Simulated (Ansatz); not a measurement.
Reactions of F3HSeSi, SMILES `F[Si](F)(F)[SeH]`.

Calculated with Ansatz (gas phase, PBE0-D4/def2-TZVP geometries, no zero-point term in ΔE). CCSD(T)/CBS is the MP2 limit (def2-TZVPP, def2-QZVPP) plus CCSD(T) − MP2 in def2-TZVPP, frozen cores. This one scheme is used for every species, atoms too. Functionals use def2-TZVPP. Open shells (•) are unrestricted, without spin–orbit coupling. Elements past krypton have def2 core potentials. Bonds to I, Se are less sure, by a few kJ/mol each and by 10 to 20 or more in all where they break to atoms, as the def2 sets lack core-valence functions. Scalar relativity is left out up to krypton. One conformer a species, not always the lowest.

```csv
reaction,r2SCAN-D4 (kJ/mol),MP2/CBS(def2) (kJ/mol),B2PLYP (kJ/mol),HF/CBS(def2) (kJ/mol),CCSD(T)/CBS(def2) (kJ/mol)
`F[Si](F)(F)[SeH]` + H₂S → `F[Si](F)(F)S` + H₂Se,-3,2,-2,-3,0
`F[Si](F)(F)[SeH]` + `COC=N` → `N=COC[SeH]` + `F[SiH](F)F`,121,117,113,119,115
`F[Si](F)(F)[SeH]` → H• + `F[Si](F)(F)[Se]`•,354,363,352,248,367
`F[Si](F)(F)[SeH]` → `[SeH]`• + `F[Si](F)F`•,361,391,355,259,382
`F[Si](F)(F)[SeH]` + HI → `F[Si](F)(F)I` + H₂Se,-15,-20,-14,-17,-16
`F[Si](F)(F)[SeH]` + H₂ → `F[SiH](F)[SeH]` + H–F,139,132,131,132,129
`F[Si](F)(F)[SeH]` + H₂ → `F[SiH](F)F` + H₂Se,39,41,26,6,33
`F[Si](F)(F)[SeH]` + `O[Si](Cl)(Cl)Cl` → `F[Si](F)(F)O[Si](Cl)(Cl)Cl` + H₂Se,-67,-65,-71,-98,-71
```

Largest T1 diagnostic: 0.014, for `F[Si](F)F`•.
